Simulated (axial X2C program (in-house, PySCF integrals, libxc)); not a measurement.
Low determinants of KZr at the PBE0 level, 2c

Calculated with an axial X2C code built on PySCF integrals. Two-component (2c) means X2C with spin–orbit coupling and atomic mean-field two-electron Coulomb and Gaunt terms. Basis: Zr dyall-cv3z [11s12p9d6f3g], K dyall-cv3z [11s12p6d3f] (cores contracted in-house); Gaussian nuclei, density fitting, unrestricted open shells. Masses: Zr 89.905 u, K 38.964 u.

Search at 3.500 Å (vertical energies from the lowest determinant):

| ΔE (eV) | state | electrons beyond evenly filled partner blocks | electrons in ±ω = 1/2, 3/2, 5/2, 7/2 |
| --- | --- | --- | --- |
| 0.00 | Ω = 1/2 | ω = 1/2 | 41 16 2 0 |
| 0.07 | Ω = 3/2 | ω = 3/2 | 42 15 2 0 |
| 0.08 | Ω = 7/2 | ω = -1/2, ω = 3/2, ω = 5/2 | 41 15 3 0 |
| 0.17 | Ω = 3/2 | ω = 1/2, ω = -3/2, ω = 5/2 | 41 15 3 0 |
| 0.19 | Ω = 9/2 | ω = 1/2, ω = 3/2, ω = 5/2 | 41 15 3 0 |
| 0.24 | Ω = 5/2 | ω = 5/2 | 42 14 3 0 |
| 0.42 | Ω = 1/2 | 2 × ω = -1/2, ω = 3/2 | 42 15 2 0 |

Lowest determinant, Ω = 1/2 (⟨Sz⟩ = -1.50, ⟨Lz⟩ = 2.00 at PBE0): Re = 3.455 Å, ωe = 101.0 cm⁻¹.

The determinant in row 2 of the search, Ω = 3/2 (⟨Sz⟩ = -1.50, ⟨Lz⟩ = 3.00 at PBE0), was followed along the bond at PBE0; measured from the minimum of the lowest determinant it gives:

Te = 0.072 eV (583 cm⁻¹), Re = 3.563 Å, ωe = 105.4 cm⁻¹.

Question: Compare the bond of the determinant in row 2 with that of the lowest one.

Answer: At PBE0 its Re is 0.108 Å longer and its force constant, which goes as ωe², is 1.09 times that of the lowest determinant. T0 ≈ Te + Δωe/2 = 583 + (2) = 585 cm⁻¹.

The search compares states at one distance, so a state with another bond length can lie lower; it is not exhaustive and yields mostly the lowest determinant of each block pattern, so other components and higher states of one pattern are missing. These are energies of single determinants, not of spin-adapted states; PBE0 term energies can be off by some tenths of an eV, and the functional has no current term. The lowest determinant need not be the ground state where others lie within half an eV.
